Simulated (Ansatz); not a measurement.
The same hydrogen abstraction along the group B, Al, In.

Gas-phase electronic energies from Ansatz, PBE0-D4/def2-TZVP geometries. CCSD(T)/CBS is the MP2 limit (def2-TZVPP, def2-QZVPP) plus CCSD(T) − MP2 in def2-TZVPP, frozen cores. This one scheme is used for every species. Functionals use def2-TZVPP. No spin–orbit coupling; open shells (•) take unrestricted orbitals. Elements past krypton have def2 core potentials. For In outer-core shells are correlated without core-valence functions, which leaves a few kJ/mol of doubt a bond.

```
                                               reaction  HF/CBS(def2) (eV)  PBE-D4 (eV)  CCSD(T)/def2-SVP (eV)  CCSD(T)/CBS(def2) (eV)
                    `CBC` + `[CH3]`• → `[CH2]BC`• + CH₄              -0.45        -0.49                  -0.48                   -0.46
`[CH3][AlH][CH3]` + `[CH3]`• → `[CH2][AlH][CH3]`• + CH₄              -0.38        -0.35                  -0.38                   -0.35
`[CH3][InH][CH3]` + `[CH3]`• → `[CH2][InH][CH3]`• + CH₄              -0.27        -0.26                  -0.28                   -0.25
```

Largest T1 diagnostic: 0.013, for `[CH2][InH][CH3]`•.
